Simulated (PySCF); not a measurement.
Al(Et)(OH)(NH2) (C2H8AlNO), SMILES C[CH2][Al]([NH2])[OH].

The structure is a stationary point at PBE0-D3(BJ)/def2-SVP. The structure was generated by enumeration; whether it is a known compound was not checked. The values are those of a single conformer.

All values below come from PySCF with TDDFT-PBE/def2-SVPD.

Vertical excitations. 

| state | energy (eV) | λ (nm) | f | main pairs |
|---|---|---|---|---|
| S1 | 4.99 | 249 | 0.029 | HOMO→LUMO 99 % |
| S2 | 5.53 | 224 | 0.052 | HOMO−1→LUMO 98 % |
| S3 | 6.23 | 199 | 0.037 | HOMO→LUMO+1 75 %, HOMO→LUMO+3 17 % |
| S4 | 6.32 | 196 | 0.000 | HOMO→LUMO+2 67 %, HOMO−2→LUMO 31 % |
| S5 | 6.36 | 195 | 0.020 | HOMO−2→LUMO 44 %, HOMO−1→LUMO+1 31 %, HOMO→LUMO+2 23 % |
| S6 | 6.48 | 191 | 0.042 | HOMO−1→LUMO+1 61 %, HOMO−2→LUMO 19 %, HOMO→LUMO+3 10 % |
| S7 | 6.54 | 190 | 0.025 | HOMO→LUMO+3 46 %, HOMO−3→LUMO 34 % |
| S8 | 6.66 | 186 | 0.091 | HOMO−3→LUMO 54 %, HOMO→LUMO+3 22 %, HOMO→LUMO+1 14 % |
| S9 | 6.84 | 181 | 0.031 | HOMO−1→LUMO+2 94 % |
| S10 | 6.97 | 178 | 0.017 | HOMO−1→LUMO+3 96 % |
| T1 | 4.75 | 261 | 0 | HOMO→LUMO 99 % |
| T2 | 5.24 | 236 | 0 | HOMO−1→LUMO 97 % |
| T3 | 5.46 | 227 | 0 | HOMO→LUMO+1 96 % |
| T4 | 5.98 | 207 | 0 | HOMO−1→LUMO+1 93 % |
Triplets are in the Tamm–Dancoff approximation, which puts them higher than full response would, so one can lie above its singlet here.
